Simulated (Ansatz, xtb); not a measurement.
**Relative energy of two isomers of C6H4ClFO**

We compare a, `Oc1cc(F)ccc1Cl`, a singlet, with b, `Oc1ccc(F)c(Cl)c1`, a singlet. Both are isolated molecules in the gas phase, relaxed with PBE-D3(BJ)/def2-SVP; the shapes shown needn't be the lowest conformers.

a (Å):

| atom | x (Å) | y (Å) | z (Å) |
| --- | --- | --- | --- |
| C | -1.4751 | 1.0975 | 0.3406 |
| C | -0.7402 | 0.3212 | 1.2560 |
| C | -0.2793 | -0.9403 | 0.8689 |
| C | -0.5208 | -1.4702 | -0.4061 |
| C | -1.2526 | -0.6996 | -1.3207 |
| C | -1.7217 | 0.5652 | -0.9504 |
| Cl | -2.6415 | 1.5617 | -2.0651 |
| F | 0.4214 | -1.6689 | 1.7560 |
| O | -1.9197 | 2.3145 | 0.7140 |
| H | -2.4029 | 2.6889 | -0.0564 |
| H | -0.5355 | 0.7103 | 2.2621 |
| H | -0.1392 | -2.4664 | -0.6666 |
| H | -1.4642 | -1.0777 | -2.3306 |

b (Å):

```yaml
atoms:
  - { symbol: C, position_ang: [-1.5233, 1.1956, 0.1439] }
  - { symbol: C, position_ang: [-0.9371, 0.5556, 1.2549] }
  - { symbol: C, position_ang: [-0.4492, -0.7497, 1.1309] }
  - { symbol: C, position_ang: [-0.5376, -1.4294, -0.0899] }
  - { symbol: C, position_ang: [-1.1213, -0.7955, -1.2014] }
  - { symbol: C, position_ang: [-1.6134, 0.5142, -1.0855] }
  - { symbol: Cl, position_ang: [-1.2268, -1.6465, -2.7119] }
  - { symbol: F, position_ang: [-0.0668, -2.6812, -0.1990] }
  - { symbol: O, position_ang: [-1.9835, 2.4656, 0.3132] }
  - { symbol: H, position_ang: [-2.3588, 2.7783, -0.5303] }
  - { symbol: H, position_ang: [-0.8731, 1.0984, 2.2080] }
  - { symbol: H, position_ang: [0.0117, -1.2678, 1.9843] }
  - { symbol: H, position_ang: [-2.0664, 0.9911, -1.9679] }
```

Quicker runs give these differences E(b) − E(a): GFN2-xTB +14.8 kJ/mol; HF/STO-3G +16.9 kJ/mol (at GFN2-xTB geometries); r2SCAN-D4/def2-SVP +22.3 kJ/mol (at GFN2-xTB geometries).

Task: Estimate E(b) − E(a) at the level CCSD(T)/def2-SVP + ΔMP2/def2-TZVPP.

Result: Calculated at CCSD(T)/def2-SVP + ΔMP2/def2-TZVPP: E(b) − E(a) = +18.9 kJ/mol, so structure a lies lower.

How the difference moves with the method:

| level | geometry | E(b) − E(a) (kJ/mol) | departure from the last row (kJ/mol) | job, with rough time for the two |
| --- | --- | --- | --- | --- |
| GFN2-xTB | GFN2-xTB | +14.8 | −4.1 | optimisation, 0.21 s |
| HF/STO-3G | GFN2-xTB | +16.9 | −2.0 | single point, 0.76 s |
| r2SCAN-D4/def2-SVP | GFN2-xTB | +22.3 | +3.4 | single point, 4.9 s |
| PBE-D3(BJ)/def2-SVP | PBE-D3(BJ)/def2-SVP | +23.1 | +4.2 | optimisation, 22 s |
| HF/def2-SVP | PBE-D3(BJ)/def2-SVP | +18.8 | −0.1 | part of the CCSD(T) run |
| MP2/def2-SVP | PBE-D3(BJ)/def2-SVP | +18.0 | −0.9 | part of the CCSD(T) run |
| CCSD(T)/def2-SVP | PBE-D3(BJ)/def2-SVP | +18.5 | −0.4 | single point |
| CCSD(T)/def2-SVP + ΔMP2/def2-TZVPP | PBE-D3(BJ)/def2-SVP | +18.9 |  | single point, 2 min |

As drawn, both hold the same kinds of bond in the same numbers.

None of the levels shown reverses the order. The largest departure from CCSD(T)/def2-SVP + ΔMP2/def2-TZVPP is that of PBE-D3(BJ)/def2-SVP, 4.2 kJ/mol. The last row adds to CCSD(T) the change of the MP2 difference between the two basis sets, here +0.4 kJ/mol.

With thermal terms from frequencies at re-optimised GFN2-xTB minima (ideal gas, soft modes damped towards free rotors, one conformer each, 298.15 K, 1 atm): on the last row, ΔE + ΔZPE = +18.8, ΔH = +19.1, ΔG = +18.5 kJ/mol.

The correlated steps freeze 13 core orbitals. Codes used: Ansatz 0.2.0, xtb 6.7.1; the last row on 4 threads of AMD EPYC 7R43 64-Core Processor (Zen 3) on a shared host.
